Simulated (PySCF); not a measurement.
Broadened absorption spectrum of TeOF2

TeOF2.
SMILES: `O=[Te](F)F`

The calculation used PySCF, TDDFT PBE0/def2-SVPD, vertical, gas phase, core orbitals frozen in the response, def2 core potentials past Kr. Geometry: PBE0-D3(BJ)/def2-SVP; no solvent, vibrations or thermal averaging. Spin–orbit coupling is left out.

Computed states:

| state | E (eV) | f |
| --- | --- | --- |
| S1 | 4.65 | 0.0097 |
| S2 | 5.34 | 0.0024 |
| S3 | 5.91 | 0.0056 |
| S4 | 5.93 | 0.010 |
| S5 | 6.47 | 0.051 |
| S6 | 6.63 | 0.044 |
| S7 | 6.85 | 0.010 |
| S8 | 6.93 | 0.016 |
| S9 | 7.46 | 0.0050 |
| S10 | 7.73 | 0.010 |

Each state is given a Gaussian of 0.5 eV full width at half maximum, with ε(max) = 2.175×10⁸ f / Δν̃ (Δν̃ the width in cm⁻¹). The width is an assumption, not a result. The curve ends short of the highest state used, and states not computed would add to its high-energy end.

(1) Give the broadened spectrum and its maxima.

(2) On this curve, what absorbance would a 10⁻⁵ mol/L sample give at 248 nm over a 1 cm path?

(3) Coming from long wavelengths, where does ε first pass 100 L mol⁻¹ cm⁻¹?

## Answers

(1) 
(E (eV), ε (L mol⁻¹ cm⁻¹)): (3.90, 1), (4.01, 6), (4.12, 23), (4.23, 73), (4.35, 192), (4.46, 349), (4.57, 486), (4.68, 519), (4.79, 426), (4.90, 277), (5.01, 163), (5.13, 121), (5.24, 132), (5.35, 154), (5.46, 190), (5.57, 286), (5.68, 480), (5.79, 727), (5.90, 927), (6.02, 1099), (6.13, 1458), (6.24, 2291), (6.35, 3542), (6.46, 4702), (6.57, 5180), (6.68, 4799), (6.80, 3766), (6.91, 2693), (7.02, 1748), (7.13, 1043)

Maxima: 266 nm (4.65 eV), ε about 520, made up of S1 (100%); 189 nm (6.57 eV), ε about 5200, made up of S5 (47%) and S6 (44%) (ε in L mol⁻¹ cm⁻¹; maxima over ε = 5, shares over 10%).

(2) 248 nm is 4.999 eV, where ε is about 170 L mol⁻¹ cm⁻¹, so A = ε c l ≈ 0.0017 (Beer–Lambert, with the gas-phase spectrum and the assumed width).

(3) At about 291 nm (4.26 eV), 0.39 eV below S1.
